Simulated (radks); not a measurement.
Results of a calculation; reference values are marked as such.
These are the eigenvalues of the occupied orbitals of an atom or ion with whole-number occupations (eV). Level of theory: scalar-relativistic Kohn-Sham, PBE, spin-unpolarised, spherical densities, point nucleus (a radial shooting solver on a logarithmic mesh with Libxc functionals).

| orbital | eigenvalue |
|---|---|
| 1s | -46766.85 |
| 2s | -7715.120 |
| 2p | -6891.039 |
| 3s | -1759.494 |
| 3p | -1501.927 |
| 3d | -1153.355 |
| 4s | -418.5245 |
| 4p | -333.4868 |
| 4d | -214.0491 |
| 5s | -117.1882 |
| 5p | -93.6998 |
| 4f | -84.3825 |

Which element is it, and in what charge state? The configuration may be excited.

Answer. Z = 62, samarium, charge +6: Sm6+ in [Kr] 4d10 4f4 5s2 5p4. The list shows which subshells hold electrons but not how many an open one holds; the 1s level, -1718.6 hartree, gives Z - s = 58.6 by -(Z - s)^2/2, which with screening and relativity narrows Z to a few neighbours, and the depths of the outer levels then fix element, charge and occupations together.
